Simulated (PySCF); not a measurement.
**Running PySCF for SrLi**

The script input.py:

```python
from pyscf import gto, dft

mol = gto.M(
    atom='Sr 0 0 0; Li 0 0 3.145',
    basis='def2-tzvpp',
    ecp={'Sr': 'def2-tzvpp'},
    charge=0,
    spin=1,
    verbose=4,
)
mf = dft.UKS(mol, xc='revtpss')
mf.kernel()
mf.mulliken_pop()
mf.dip_moment()
print('orbital energies (hartree):', [e[max(0, n-3):n+3].round(4) for e, n in zip(mf.mo_energy, mol.nelec)])
```

```bash
$ python input.py
```

Output (some set-up lines and the per-cycle HOMO/LUMO lines with their warnings removed):

```
PySCF version 2.14.0

[INPUT] verbose = 4
[INPUT] num. atoms = 2
[INPUT] num. electrons = 13
[INPUT] charge = 0
[INPUT] spin (= nelec alpha-beta = 2S) = 1
[INPUT] symmetry False subgroup None
[INPUT] Mole.unit = angstrom
[INPUT] Symbol           X                Y                Z      unit          X                Y                Z       unit  Magmom
[INPUT]  1 Sr     0.000000000000   0.000000000000   0.000000000000 AA    0.000000000000   0.000000000000   0.000000000000 Bohr   0.0
[INPUT]  2 Li     0.000000000000   0.000000000000   3.145000000000 AA    0.000000000000   0.000000000000   5.943188661757 Bohr   0.0

nuclear repulsion = 5.04779533468998
number of shells = 23
number of NR pGTOs = 85
number of NR cGTOs = 59
basis = def2-tzvpp
ecp = {'Sr': 'def2-tzvpp'}

******** <class 'pyscf.dft.uks.UKS'> ********
method = UKS
initial guess = minao
damping factor = 0
level_shift factor = 0
DIIS = <class 'pyscf.scf.diis.CDIIS'>
diis_start_cycle = 1
diis_space = 8
diis_damp = 0
SCF conv_tol = 1e-09
SCF conv_tol_grad = None
SCF max_cycles = 50
direct_scf = True
direct_scf_tol = 1e-13
number electrons alpha = 7  beta = 6
XC library pyscf.dft.libxc version 7.0.0
    S. Lehtola, C. Steigemann, M. J.T. Oliveira, and M. A.L. Marques.,  SoftwareX 7, 1–5 (2018)
XC functionals = revtpss
    J. P. Perdew, A. Ruzsinszky, G. I. Csonka, L. A. Constantin, and J. Sun.,  Phys. Rev. Lett. 103, 026403 (2009)
    J. P. Perdew, A. Ruzsinszky, G. I. Csonka, L. A. Constantin, and J. Sun.,  Phys. Rev. Lett. 106, 179902 (2011)
    J. P. Perdew, A. Ruzsinszky, G. I. Csonka, L. A. Constantin, and J. Sun.,  Phys. Rev. Lett. 103, 026403 (2009)
    J. P. Perdew, A. Ruzsinszky, G. I. Csonka, L. A. Constantin, and J. Sun.,  Phys. Rev. Lett. 106, 179902 (2011)
radial grids:
    Treutler-Ahlrichs [JCP 102, 346 (1995); DOI:10.1063/1.469408] (M4) radial grids

becke partition: Becke, JCP 88, 2547 (1988); DOI:10.1063/1.454033
pruning grids: <function nwchem_prune>
grids dens level: 3
symmetrized grids: False
atomic radii adjust function: <function treutler_atomic_radii_adjust>
small_rho_cutoff = 0
Set gradient conv threshold to 3.16228e-05
tot grids = 35632
init E= -36.5780250546499

cycle= 1 E= -37.9552208918062  delta_E= -1.38  |g|= 0.401  |ddm|= 1.84
cycle= 2 E= -37.9374515880992  delta_E= 0.0178  |g|= 0.385  |ddm|= 3.05
cycle= 3 E= -38.1332619138172  delta_E= -0.196  |g|= 0.0667  |ddm|= 2.32
cycle= 4 E= -38.1372997245576  delta_E= -0.00404  |g|= 0.0697  |ddm|= 0.66
cycle= 5 E= -38.1451452835675  delta_E= -0.00785  |g|= 0.021  |ddm|= 0.33
cycle= 6 E= -38.145928813202  delta_E= -0.000784  |g|= 0.00612  |ddm|= 0.124
cycle= 7 E= -38.1460692305171  delta_E= -0.00014  |g|= 0.00173  |ddm|= 0.0755
cycle= 8 E= -38.1460828735709  delta_E= -1.36e-05  |g|= 0.000678  |ddm|= 0.0213
cycle= 9 E= -38.1460842095376  delta_E= -1.34e-06  |g|= 0.000149  |ddm|= 0.00621
cycle= 10 E= -38.1460843114991  delta_E= -1.02e-07  |g|= 3.26e-05  |ddm|= 0.00152
cycle= 11 E= -38.1460843188592  delta_E= -7.36e-09  |g|= 1.2e-05  |ddm|= 0.000455
cycle= 12 E= -38.1460843195767  delta_E= -7.18e-10  |g|= 2.72e-06  |ddm|= 0.000164
Extra cycle  E= -38.1460843195922  delta_E= -1.55e-11  |g|= 3.08e-06  |ddm|= 3.72e-05
converged SCF energy = -38.1460843195922  <S^2> = 0.76313106  2S+1 = 2.0130882
 ** Mulliken pop       alpha | beta **
pop of  0 Sr 4s        0.00984 | 0.00969
pop of  0 Sr 5s       -0.16304 | -0.16052
pop of  0 Sr 6s        0.78152 | 0.77420
pop of  0 Sr 7s        0.35550 | 0.36482
pop of  0 Sr 8s        0.57868 | 0.45815
pop of  0 Sr 9s        0.20801 | 0.18211
pop of  0 Sr 4px       0.81465 | 0.81636
pop of  0 Sr 4py       0.81465 | 0.81636
pop of  0 Sr 4pz       0.82719 | 0.81699
pop of  0 Sr 5px       0.17371 | 0.17366
pop of  0 Sr 5py       0.17371 | 0.17366
pop of  0 Sr 5pz       0.15342 | 0.16941
[47 lines left out]
In total             7.00000 | 6.00000
 ** Mulliken atomic charges   ( Nelec_alpha | Nelec_beta ) **
charge of  0Sr =      0.18438  (     5.14010      4.67552 )
charge of  1Li =     -0.18438  (     1.85990      1.32448 )
Dipole moment(X, Y, Z, Debye): -0.00000,  0.00000,  0.11972
orbital energies (hartree): [array([-0.8531, -0.1539, -0.1015, -0.0644, -0.0644, -0.0524]), array([-0.8558, -0.8505, -0.1422, -0.0768, -0.0604, -0.0604])]
```

In short: E(SCF) = -38.146084 Eh, 12 cycles, ⟨S²⟩ = 0.763, μz(SCF) = 0.12 D.

Wall time 6.7 s on one thread of a shared host.

The bond length is a typed value, not an optimised one. No search for the lowest solution was made.
